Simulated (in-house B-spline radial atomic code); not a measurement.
Values are calculated unless marked as measured or tabulated.
# Mobility against doping in n-type InAs: double donors

For InAs the NSM archive of the Ioffe Institute lists m* = 0.023 m0 and ε = 15.15, so a* = 34.86 nm and Ha* = 2.727 meV.

One parabolic, isotropic band at zero temperature, uniform dielectric constant, impurities scattering independently, no phonons and no central-cell term; real bands flatten as E_F rises, which lowers the mobility at the highest densities. In effective units each ion is a point charge Z in an electron gas; its screened potential is solved self-consistently in the LDA with open boundaries (B-splines, partial waves to l = 16), which gives the phase shifts δ_l at the Fermi level. All carriers come from double donors, N_D = n/2; at these densities the screened double donor can hold a shallow s level, which is counted as screening charge. μ = e/(ħ k_F N σ_tr); Brooks-Herring takes σ_Born = (2πZ²/k_F⁴)(ln(1 + b) − b/(1 + b)), b = π k_F in effective units. «Linear» is first order in Z with Lindhard's response and the LDA kernel.

```
n (cm⁻³)    r_s  E_F (meV)  δ0 (rad)  σ_linear/σ_Born  σ_tr/σ_Born  μ, phase shifts (cm²/V·s)  μ, Brooks-Herring
 8.53e15  0.871       6.62     1.170             1.29         1.37                      26600              36400
 1.18e16  0.781       8.23     1.080             1.26         1.37                      24800              34000
 1.64e16    0.7       10.2     0.996             1.23         1.37                      23300              31800
 2.28e16  0.628       12.7     0.918             1.21         1.35                      22100              29900
 3.16e16  0.563       15.8     0.845             1.19         1.33                      21100              28100
  4.4e16  0.504       19.8     0.776             1.17         1.31                      20300              26500
  6.1e16  0.452       24.6     0.714             1.15         1.29                      19500              25100
 8.49e16  0.405       30.6     0.656             1.14         1.26                      18800              23800
 1.18e17  0.363       38.1     0.603             1.12         1.24                      18200              22600
 1.63e17  0.326       47.3     0.555             1.11         1.22                      17700              21500
```

Task: How does the mobility change over the table, and why by so much less than n?

Result: n grows 19-fold and μ goes from 26600 to 17700, a power n^-0.14 end to end. Since N ∝ k_F³ and σ_Born ∝ k_F⁻⁴ times a slow logarithm, the product k_F N σ holds no power of k_F: more scatterers meet faster electrons.

Task: Where does Brooks-Herring miss most, and for what reason?

Result: σ_tr/σ_Born is farthest from 1 near r_s = 0.781: 1.37. A better treatment of screening (Lindhard, exchange and correlation), still in first order, gives 1.26 there, and higher orders in Z multiply that by 1.09. At the densest row the two factors are 1.11 and 1.09. Attraction raises the scattering while δ0 is small; as δ0 grows, sin² saturates while first order keeps growing.
